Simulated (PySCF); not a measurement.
Constitutional and geometric isomers with formula C3H3F. Gas-phase values, no solvent. Strings in code marks are SMILES.

Method: PySCF with PBE-D3(BJ)/def2-TZVP. Excitations are Tamm–Dancoff values on a coarser integration grid. The basis has no diffuse functions, so Rydberg states are missing or too high.

| species | LUMO (eV) | T1 excitation (TDA) (eV) | S1 oscillator strength |
|---|---|---|---|
| `C#CCF` | -1.16 | … | 0.000 |
| `C=C=CF` | -1.79 | 4.16 | 0.001 |
| `CC#CF` | 0.31 | 5.82 | 0.014 |
| `FC1=CC1` | -0.68 | 4.48 | … |
| `C1(F)C=C1` | -1.52 | 4.75 | … |

What belongs in the gaps?


- `C#CCF`, T1 excitation (TDA) (eV): 5.12
- `FC1=CC1`, S1 oscillator strength: 0.074
- `C1(F)C=C1`, S1 oscillator strength: 0.002
